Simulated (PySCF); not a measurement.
Isomers of C7H10OSi, from PBE0-D3(BJ)/def2-SVP geometry optimisation, gas phase in PySCF. One conformer each, no zero-point energy, no frequencies.

Question: Which isomer lies lower at this level?
A. `[CH3:1][c:2]1[cH:3][cH:4][c:5]([O:6][SiH3:7])[cH:8][cH:9]1` with C4–C5–O6–Si7 180°: A = 4521, B = 693.7, C = 608.0 MHz, dipole 0.82 D
B. `[CH:1]#[C:2][C@@H:3]1[CH:4]=[CH:5][CH2:6][Si@H:7]1[O:8][CH3:9]` with C6–Si7–O8–C9 -77°: A = 2019, B = 1044, C = 775.4 MHz, dipole 1.93 D

Answer: A. That is `CC1=CC=C(O[SiH3])C=C1`, 56.7 kcal/mol below the other.

```csv
SMILES,mapped SMILES,E (Eh),relative (kcal/mol),relative (kJ/mol),dipole (D)
Cc1ccc(O[SiH3])cc1,[CH3:1][c:2]1[cH:3][cH:4][c:5]([O:6][SiH3:7])[cH:8][cH:9]1,-636.65368,0.0,0.0,0.82
C#C[C@@H]1C=CC[Si@H]1OC,[CH:1]#[C:2][C@@H:3]1[CH:4]=[CH:5][CH2:6][Si@H:7]1[O:8][CH3:9],-636.56336,56.7,237.1,1.93
```

As drawn, the lower has an aromatic ring, which the higher lacks; the higher has a C≡C bond, an Si–C bond and a C=C bond outside aromatic rings, which the lower lacks.
